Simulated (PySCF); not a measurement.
## MN15 on B⁺ (boron, charge +1)

Configuration: [He] 2s2, closed-shell 1S. All numbers are calculated (PySCF 2.14, the non-relativistic Hamiltonian (point nucleus), in 6-31G*).

```
Total energy                                     : -24.3208 hartree
One-electron energy                              : -30.3564 hartree
Hartree (Coulomb) energy                         : 9.6096 hartree
Exchange-correlation energy                      : -3.5740 hartree
Kinetic energy                                   : 24.17620 hartree
⟨S²⟩                                             : 0.0000
⟨L²⟩                                             : 0.000
Sum of ⟨r⟩                                       : 4.233 bohr
Sum of ⟨r²⟩                                      : 7.864 bohr²
Density at the nucleus (Gaussians lack the cusp) : 68.0 bohr⁻³
Langevin diamagnetic susceptibility              : -6.23 ×10⁻⁶ cm³/mol
Time after the integrals                         : 0.08 s of wall time on 1 thread of Neoverse-V1 (shared host)
```

```
shell  electrons  mean orbital energy (hartree)  rms radius, mean of both spins (bohr)
   1s          2                       -7.27974                                  0.383
   2s          2                       -0.78320                                   1.95
```
